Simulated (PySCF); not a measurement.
Magnetic shielding above rings: a mixed set.

Probes without a nucleus sit at each ring's centroid and 1 Å off its mean plane on both sides; NICS is minus the shielding there, NICSzz its component along the normal. Level: GIAO PBE0/pcSseg-1 (PySCF, non-relativistic, gas phase) on the GFN2-xTB geometries, one conformer each. Atom numbers follow the mapped SMILES.

Question: Order these rings by mean NICS(1)zz, lowest (most negative) first (ppm).
A. ring C4–C5–N6–N7–C9 in `[CH3:1][C:2](=[O:3])[c:4]1[cH:5][n:6][n:7]([CH3:8])[c:9]1[SiH3:10]`
B. ring C5–C6–C7 in `[CH3:1][CH2:2][N:3]([NH2:4])[CH:5]1[CH2:6][CH2:7]1`
C. ring C2–C4–C5 in `[CH3:1][C@:2]1([F:3])[CH2:4][C:5]1([F:6])[F:7]`
D. ring C3–C4–C5 in `[O:1]=[CH:2][C:3]1=[CH:4][C:5]/1=[CH:6]\[F:7]`
E. ring C5–C6–N7–C8–P9–C10 in `[CH3:1][Si:2]([CH3:3])([CH3:4])[c:5]1[cH:6][n:7][cH:8][p:9][cH:10]1`
F. ring N2–C3–Si4–Si6–Si8 in `[CH3:1][N:2]1[CH2:3][Si@@H:4]([SH:5])[Si@H:6]([SiH3:7])[SiH2:8]1`
G. ring Si4–N5–C6–Si7 in `[CH3:1][SiH2:2][S:3][Si@@H:4]1[NH:5][CH2:6][Si@@H:7]1[SiH3:8]`

Answer: A (-27.8), E (-25.5), B (-21.1), C (-11.6), D (-8.9), F (0.0), G (2.6).

```
                             SMILES                                                      ring  NICS(0)  NICS(1)  NICS(1)zz  HOMA  rms pucker (Å)  ring atoms with four or more neighbours
             CC(=O)c1cnn(C)c1[SiH3]       5-membered ring with 2 N; formal bonds all aromatic    -11.4    -11.5      -27.8  0.94            0.00                                        0
                C[Si](C)(C)c1cncpc1   6-membered ring with N and P; formal bonds all aromatic     -5.7    -10.5      -25.5  0.91            0.00                                        0
                        CCN(N)C1CC1            3-membered carbocycle; formal bonds all single    -41.7     -8.7      -21.1     –            0.00                                        3
                   C[C@]1(F)CC1(F)F            3-membered carbocycle; formal bonds all single    -29.2     -6.3      -11.6     –            0.00                                        3
                     O=CC1=CC/1=C\F    3-membered carbocycle; formal bonds 1 double, 2 single    -24.5     -6.8       -8.9  0.00            0.00                                        0
CN1C[Si@@H](S)[Si@H]([SiH3])[SiH2]1  5-membered ring with N and 3 Si; formal bonds all single     -4.7     -3.1        0.0     –            0.13                                        4
   C[SiH2]S[Si@@H]1NC[Si@@H]1[SiH3]  4-membered ring with N and 2 Si; formal bonds all single     -3.2     -1.1        2.6     –            0.08                                        3
```

NICS(0) gives another order. The isotropic NICS(1) gives another order. HOMA uses Krygowski's 1993 parameters; it is left out where a ring has a four-coordinate atom, a triple bond, no multiple bond or a kind of bond without parameters. NICS(1) and NICS(1)zz are means over the two faces.
